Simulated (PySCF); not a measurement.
Functional benchmark on one molecule

Molecule: trimethylsilane (C[SiH](C)C, C$_{3}$H$_{10}$Si).

Numbering as in the mapped SMILES `[CH3:1][SiH:2]([CH3:3])[CH3:4]`. Each H is labelled by its parent atom.

Geometry PBE0-D3(BJ)/def2-SVP throughout; GIAO in PySCF, gas phase, one conformer, non-relativistic; equivalent atoms averaged; basis pcSseg-2.

Reference values (measured; C. Corminboeuf, T. Heine, J. Weber, Chem. Phys. Lett. 357 (2002) 1): δ(Si2) = -15.5 ppm vs TMS. Computed shifts are taken against TMS, calculated as an isolated molecule at each level.

Q: How do the functionals HF, LDA, PBE, BLYP, BP86, OPBE, KT2, KT3, B97-D, B3LYP, PBE0, mPW1PW91, WP04, B97-2, BHandHLYP, CAM-B3LYP, wB97X-D, LC-wPBE perform against the reference? Times are CPU seconds on shared hosts with different chips, so compare them loosely; the GGAs took longer than the global hybrids here, which isn't the general rule, and the cause wasn't traced.

A: 
```csv
functional,kind,Si2,abs. error Si,core-s
HF,Hartree–Fock,-14.4,1.1,12
LDA,LDA,-18.9,3.4,24
PBE,GGA,-17.0,1.5,29
BLYP,GGA,-17.0,1.5,30
BP86,GGA,-17.3,1.8,30
OPBE,GGA,-14.8,0.7,31
KT2,GGA,-17.1,1.6,31
KT3,GGA,-15.2,0.3,31
B97-D,GGA,-16.2,0.7,31
B3LYP,global hybrid,-16.7,1.2,21
PBE0,global hybrid,-16.5,1.0,22
mPW1PW91,global hybrid,-16.3,0.8,23
WP04,global hybrid,-15.6,0.1,26
B97-2,global hybrid,-16.0,0.5,25
BHandHLYP,global hybrid,-16.0,0.5,25
CAM-B3LYP,range-separated hybrid,-17.2,1.7,35
wB97X-D,range-separated hybrid,-17.1,1.6,34
LC-wPBE,range-separated hybrid,-17.2,1.7,44
```

For ²⁹Si the closest is WP04 (0.1 ppm, with KT3 practically level) and the furthest LDA (3.4 ppm). One molecule is a small sample, and vibrational and solvent effects are absent from the calculation.
